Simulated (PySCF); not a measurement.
B(Cl)(Me)(SMe) (C2H6BClS), SMILES S(B(Cl)C)C. Atoms are numbered in the order given.

```xyz
11

B     -0.3052     0.3932     0.0000
Cl     0.3915     2.0199     0.0000
C     -1.8566     0.1831     0.0000
H     -2.1696    -0.4012     0.8817
H     -2.4080     1.1330     0.0000
H     -2.1696    -0.4012    -0.8817
S      0.8992    -0.9298     0.0000
C     -0.1179    -2.4327     0.0000
H     -0.7482    -2.4872    -0.8978
H      0.5729    -3.2858     0.0000
H     -0.7482    -2.4872     0.8978
```
Charge 0, spin multiplicity 1.

Geometry: PBE0-D3(BJ)/def2-SVP. This is a generated structure with no PubChem entry under its InChIKey; it may be hypothetical. Other conformers were not sampled.

The numbers are results of PBE/pcSseg-1 in PySCF, not measurements.

GIAO shieldings, no solvent; atoms alike by connectivity are averaged. δ = σ(ref) − σ: ¹¹B against BF3 (σ = 83.9 ppm); ³⁵Cl against HCl (σ = 936.5 ppm); ¹³C against TMS (σ = 182.0 ppm); ¹H against TMS (σ = 31.49 ppm); ³³S against H2S (σ = 706.5 ppm), references at their B3LYP-D3(BJ)/def2-TZVP geometries, non-relativistic (without spin–orbit terms, shifts of atoms bonded to Cl or Br come out too high).

```tsv
nucleus	atoms	count	δ (ppm)
¹¹B	B1	1	55.9
³⁵Cl	Cl2	1	253.7
¹³C	C8	1	20.3
¹³C	C3	1	13.5
¹H	H9, H10, H11	3	2.37
¹H	H4, H5, H6	3	1.30
³³S	S7	1	288.1
```
